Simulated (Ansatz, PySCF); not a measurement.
CH6Cl2Si2, singlet, geometry from GFN2-xTB. Base run: CASSCF(2,4)/STO-3G (PySCF).

Input for PySCF:
```python
from pyscf import gto, scf, mcscf
import numpy

mol = gto.Mole()
mol.atom = '''
    Si   -1.751592   -1.567827    0.464264
    C    -0.381626   -1.288572   -0.841994
    Si    0.723611    0.231962   -0.605843
    Cl   -0.399939    1.910059   -0.635225
    Cl    1.684277    0.115206    1.166930
    H    -2.474771   -2.785514    0.087878
    H    -2.667426   -0.427881    0.463911
    H    -1.142615   -1.740994    1.782366
    H    -0.853671   -1.226622   -1.822582
    H     0.249693   -2.176799   -0.868539
    H     1.736540    0.361856   -1.647942
'''
mol.basis = 'sto-3g'
mol.charge = 0
mol.spin = 0
mol.verbose = 4
mol.build()

mf = scf.RHF(mol)
mf.kernel()
mc = mcscf.CASSCF(mf, 4, 2)
mc.fix_spin_(ss=0.0)
mc.kernel()
occ = numpy.linalg.eigvalsh(mc.fcisolver.make_rdm1(mc.ci, mc.ncas, mc.nelecas))[::-1]
ss = mc.fcisolver.spin_square(mc.ci, mc.ncas, mc.nelecas)[0]
print('natural occupations', occ.round(4), ' <S^2>', round(ss, 4))
```

Programs used: Ansatz (a program for electronic structure), PySCF; a row that names a program was run with it.

Each row names what was changed in the base input (with any setting that the change needs).

| change | ΔE vs base (mEh) | natural occupations | <S^2> of the state |
|---|---|---|---|
| base | 0.000 | 1.98 0.02 0.00 0.00 | 0.00 |
| code = ansatz; correction = SC-NEVPT2, all electrons | -133.4 | - | - |
| solver = newton | 0.000 | 1.98 0.02 0.00 0.00 | 0.00 |
| code = ansatz | -1.609 | - | - |
| active space = 4 electrons, 6 orbitals | -8.713 | 1.99 1.98 0.02 0.01 0.00 0.00 | 0.00 |
| active space = 4 electrons, 3 orbitals | 5.764 | 2.00 1.99 0.01 | 0.00 |
| conv_tol = 1e-5 | 0.000 | 1.98 0.02 0.00 0.00 | 0.00 |
| correction = SC-NEVPT2 | -133.4 | 1.98 0.02 0.00 0.00 | 0.00 |
| orbitals = fixed (CASCI); correction = SC-NEVPT2 | -128.2 | 2.00 0.00 0.00 0.00 | 0.00 |
| fix_spin_ = off | 0.000 | 1.98 0.02 0.00 0.00 | 0.00 |
| active space = 2 electrons, 2 orbitals | 0.992 | 1.98 0.02 | 0.00 |

Active orbitals are taken around the Fermi level unless the row says otherwise; CASSCF can end in different local minima, and two programs can end on different orbitals. State-averaged rows give the lowest state.
